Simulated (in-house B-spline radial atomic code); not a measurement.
A fraction x of an electron is moved 4d → 5p in neutral cadmium, starting from [Kr] 4d10 5s2 and keeping the highest spin. Level of theory: scalar-relativistic (X2C) AM05, spin-polarised, spherical fractional occupations, Fermi nucleus of rms radius 4.6087 fm; calculated with a radial B-spline atomic code at the basis-set limit.

```json
{"x": "0", "E(x) - E(0) (eV)": "0.0000", "4d down level (eV)": "-11.722", "5p up level (eV)": "-"}
{"x": "0.125", "E(x) - E(0) (eV)": "1.3527", "4d down level (eV)": "-12.394", "5p up level (eV)": "-1.357"}
{"x": "0.25", "E(x) - E(0) (eV)": "2.7592", "4d down level (eV)": "-13.049", "5p up level (eV)": "-1.583"}
{"x": "0.375", "E(x) - E(0) (eV)": "4.2191", "4d down level (eV)": "-13.689", "5p up level (eV)": "-1.798"}
{"x": "0.5", "E(x) - E(0) (eV)": "?", "4d down level (eV)": "?", "5p up level (eV)": "?"}
{"x": "0.625", "E(x) - E(0) (eV)": "7.2974", "4d down level (eV)": "-14.935", "5p up level (eV)": "-2.202"}
{"x": "0.75", "E(x) - E(0) (eV)": "?", "4d down level (eV)": "?", "5p up level (eV)": "?"}
{"x": "0.875", "E(x) - E(0) (eV)": "10.5846", "4d down level (eV)": "-16.146", "5p up level (eV)": "-2.582"}
{"x": "1", "E(x) - E(0) (eV)": "12.3060", "4d down level (eV)": "-16.742", "5p up level (eV)": "-2.764"}
```

What belongs in the row x = 0.5?

An energy change of 5.7320 eV; 4d down at -14.317 eV, 5p up at -2.004 eV.

What belongs in the row x = 0.75?

An energy change of 8.9150 eV; 4d down at -15.544 eV, 5p up at -2.395 eV.

Check Janak's theorem between x = 0.125 and 0.25.

The slope of the energy is 11.25 eV; the orbital levels give 11.25 eV (ε of the receiving orbital less ε of the emptying one, averaged over the two points).
